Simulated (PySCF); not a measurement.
# Broadened absorption spectrum of C7H9F

C7H9F.
InChI=1S/C7H9F/c1-3(2)4-5-6(4)7(5)8/h4-7H,1H2,2H3/t4-,5-,6+,7-

The calculation used PySCF, TDDFT PBE0/def2-SVPD, vertical, gas phase, core orbitals frozen in the response. The structure is a single GFN2-xTB conformer in the gas phase; no vibrational or solvent corrections. Torsions of this conformer, `[CH2:1]=[C:2]([CH3:3])[C@@H:4]1[C@H:5]2[C@@H:6]([F:7])[C@@H:8]12`: C1–C2–C4–C5 37°.

Broadening: Gaussians 0.4 eV wide at half height, area fixed by f = 4.319×10⁻⁹ ∫ε dν̃. The width is an assumption, not a result. The curve ends short of the highest state used, and states not computed would add to its high-energy end.

```csv
λ (nm),ε (L mol⁻¹ cm⁻¹)
173.6,1077
174.4,1207
175.2,1396
175.9,1635
176.7,2027
177.4,2503
178.2,3231
179.0,4186
179.7,5221
180.5,6628
181.3,8248
182.0,9799
182.8,11652
183.6,13492
184.3,15002
185.1,16505
185.8,17546
186.6,18343
187.4,18668
188.1,18549
188.9,17970
189.7,16970
190.4,15811
191.2,14251
192.0,12539
192.7,10996
193.5,9261
194.2,7823
195.0,6319
195.8,4995
196.5,3997
197.3,3038
198.1,2264
198.8,1722
199.6,1238
200.4,873
201.1,633
201.9,432
202.6,305
203.4,201
204.2,131
204.9,88
205.7,56
206.5,35
```

Question: Locate the maxima and give the states behind the curve.

Answer: 188 nm (6.61 eV), ε about 19000, made up of S1 (97%) (ε in L mol⁻¹ cm⁻¹; maxima over ε = 5, shares over 10%). The states used: S1 6.61 eV (f 0.268); S2 6.77 eV (f 0.013); S3 6.89 eV (f 0.0046); S4 7.16 eV (f 0.011); S5 7.54 eV (f 0.0062); S6 7.74 eV (f 0.0082).

Question: What would ε be at 6.61 eV, the highest of these maxima, with half the width (0.2 eV)?

Answer: About 36300 L mol⁻¹ cm⁻¹ against 18700, a factor of about 1.9; a lone state at its own centre would give exactly 2.

Question: On this curve, what absorbance would a 10⁻⁵ mol/L sample give at 193 nm over a 1 cm path?

Answer: 193 nm is 6.424 eV, where ε is about 10000 L mol⁻¹ cm⁻¹, so A = ε c l ≈ 0.1 (Beer–Lambert, with the gas-phase spectrum and the assumed width).

Question: Coming from long wavelengths, where does ε first pass 100 L mol⁻¹ cm⁻¹?

Answer: At about 205 nm (6.06 eV), 0.55 eV below S1.
